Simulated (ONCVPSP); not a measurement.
# u(r) = r·R(r): atom against pseudo-atom (magnesium)

Columns: radius, all-electron u(r) and pseudo u(r) of the 2s shell (level -81.36 eV) of magnesium in the configuration [He] 2s2 2p6 3s1 3p1; LDA (Perdew-Wang 92), scalar-relativistic, ONCV scheme, ONCVPSP 4.0.1.

```tsv
r (bohr)	all-electron	pseudo
0.062	-0.5580	0.1969
0.125	-0.3595	0.3923
0.188	0.0563	0.5778
0.250	0.4603	0.7451
0.312	0.7835	0.8913
0.375	1.0138	1.0129
0.438	1.1537	1.1025
0.500	1.2199	1.1569
0.562	1.2327	1.1780
0.625	1.2067	1.1679
0.688	1.1540	1.1307
0.750	1.0858	1.0739
0.812	1.0086	1.0036
0.875	0.9259	0.9243
0.938	0.8429	0.8425
1.000	0.7632	0.7631
1.062	0.6872	0.6871
1.125	0.6148	0.6147
1.188	0.5477	0.5476
1.250	0.4872	0.4871
1.312	0.4320	0.4320
1.375	0.3814	0.3813
1.438	0.3359	0.3358
1.500	0.2958	0.2958
1.562	0.2601	0.2601
1.625	0.2279	0.2278
```

**Question.** How many radial nodes do the two functions have?

**Answer.** The all-electron 2s function has n − l − 1 = 1; the pseudo-wave has 0, since the states of the same l below it are removed with the core.

**Question.** At about which radius was the pseudo-wave matched?

**Answer.** 1.15 bohr. The columns agree to 0.0005 from 0.94 bohr on; several derivatives are matched, so the curves merge somewhat inside the radius.

**Question.** Is the pseudo-wave norm-conserving?

**Answer.** Yes: the ONCV scheme keeps the norm inside the radius equal to the all-electron one, which fixes the energy derivative of the logarithmic derivative at the level.
